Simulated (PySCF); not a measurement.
How methods differ on the ionisation energy of Mo³⁶⁺

Mo³⁶⁺ [He] 2s2 2p2 (3P) → Mo³⁷⁺ [He] 2s2 2p1 (2P), as a difference of total energies. All numbers are calculated (PySCF 2.14, the spin-free X2C one-electron Hamiltonian (Gaussian nucleus), in an uncontracted even-tempered set (19 s from 13 bohr⁻², ratio 2.2; 12 p from 17 bohr⁻², ratio 2.2; 6 d from 68 bohr⁻², ratio 2.4; 5 f from 100 bohr⁻², ratio 2.4; 4 g from 150 bohr⁻², ratio 2.4)). Correlated levels: nothing frozen; virtual orbitals above 40 to 60 times the deepest correlated orbital energy dropped. The calculations carry no spin-orbit coupling.

| method | ionisation energy (eV) |
| --- | --- |
| UHF | 5034.4 |
| LDA | 5030.9 |
| PBE | 5033.3 |
| PBE0 | 5033.8 |
| r2SCAN | 5036.6 |
| BLYP | 5034.4 |
| PW91 | 5034.4 |
| MP2 (all electrons) | 5033.9 |
| SCS-MP2 (all electrons) | 5033.5 |

Spin-orbit coupling is strong in these open shells (close to jj coupling). The scalar numbers leave it out and a first-order estimate fails, so it can dominate the gap to the real levels.

For this ion Breit and QED terms and the two-electron picture change, all absent here, outweigh the differences among the correlated methods.

For comparison: 5084 ± 6 eV (semi-empirical (NIST evaluation); NIST Atomic Spectra Database, ionization energies).
